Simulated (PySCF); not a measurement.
One of the candidates below gave these computed data.

All candidates are C3H12SSi3.

- 13C NMR: chemical shifts (computed TMS as zero) by class: 144.9 (1 C), 110.1 (1 C), 15.5 (1 C) ppm [GIAO PBE0/pcSseg-1]
- 1H NMR: chemical shifts (computed TMS as zero) by class: 6.59 (1 H), 5.46 (1 H), 4.98 (1 H), 4.35 (1 H), 3.60 (6 H), 1.97 (2 H) ppm [GIAO PBE0/pcSseg-1]
- Dipole: 1.17 D [PBE0/pcSseg-1]
- NMR, other nuclei: isotropic shieldings of nuclei other than C and H, by class: 436 (1 Si), 463 (2 Si), 469 (1 S) ppm [GIAO PBE0/pcSseg-1]
- Rotational structure: rotational constants A, B, C: 1.481, 0.669, 0.535 GHz [GFN2-xTB]

Electronic properties: PySCF, gas phase, density fitting. Levels stand in brackets. Geometry: GFN2-xTB, one conformer, isolated molecule. NMR values are class means; diastereotopic atoms form classes of their own.

**Question.** Which candidate is it?
A. `C=CSC[SiH]([SiH3])[SiH3]`
B. `C=CC[SiH2][SiH2]S[SiH3]`
C. `C=C[SiH2][SiH2][SiH2]SC`

**Answer.** A. It is `C=CSC[SiH]([SiH3])[SiH3]`. Numbering: `[CH2:1]=[CH:2][S:3][CH2:4][SiH:5]([SiH3:6])[SiH3:7]`. Its formula, C3H12SSi3, gives 1 degree of unsaturation: 0 rings and 1 π bond in the structure found. 3 carbons fall into 3 classes; from least to most shielded: alkene CH carbon [C2] (144.9 ppm), terminal =CH2 carbon [C1] (110.1 ppm), sp3 carbon bound to sulfur [C4] (15.5 ppm). Hydrogen classes from least to most shielded: 1 H on an alkene CH carbon, C2 (6.59 ppm), 1 H on a terminal =CH2 carbon, C1 (5.46 ppm), 1 H on a terminal =CH2 carbon, C1 (4.98 ppm), 1 H on an SiH silicon, Si5 (4.35 ppm), 6 H on 2 SiH3 silicons, Si6/Si7 (3.60 ppm), 2 H on an sp3 carbon bound to sulfur, C4 (1.97 ppm). The other shieldings belong to: 436 ppm, SiH silicon [Si5]; 463 ppm, SiH3 silicon [Si6/Si7]; 469 ppm, sulfide sulfur [S3]. The optimised geometry has point group C1 and is an asymmetric top.

The others, at the same levels:
- `C=C[SiH2][SiH2][SiH2]SC` fails: its computed 13C shifts are 142.4 (1 C), 139.9 (1 C), 19.6 (1 C) ppm, 1H shifts are 6.92 (1 H), 6.36 (1 H), 6.20 (1 H), 4.65 (2 H), 4.41 (2 H), 3.43 (2 H), 2.11 (3 H) ppm and dipole moment is 1.43 D (against 1.17 D).
- `C=CC[SiH2][SiH2]S[SiH3]` fails: its computed 13C shifts are 143.2 (1 C), 122.6 (1 C), 17.6 (1 C) ppm, 1H shifts are 6.17 (1 H), 5.54 (1 H), 5.38 (1 H), 4.85 (2 H), 4.65 (3 H), 3.98 (2 H), 2.06 (2 H) ppm and rotational constant A is 1.851 GHz (against 1.481 GHz).

Each candidate is one conformer, not necessarily the lowest. The conformers computed, where there is a choice (atom-mapped SMILES and torsion angles):
- `[CH2:1]=[CH:2][S:3][CH2:4][SiH:5]([SiH3:6])[SiH3:7]`: C1–C2–S3–C4 -3°, C2–S3–C4–Si5 -173°, S3–C4–Si5–Si6 -65°
- `[CH2:1]=[CH:2][SiH2:3][SiH2:4][SiH2:5][S:6][CH3:7]`: C1–C2–Si3–Si4 -108°, C2–Si3–Si4–Si5 -13°, Si3–Si4–Si5–S6 -47°, Si4–Si5–S6–C7 177°
- `[CH2:1]=[CH:2][CH2:3][SiH2:4][SiH2:5][S:6][SiH3:7]`: C1–C2–C3–Si4 -95°, C2–C3–Si4–Si5 61°, C3–Si4–Si5–S6 59°, Si4–Si5–S6–Si7 72°
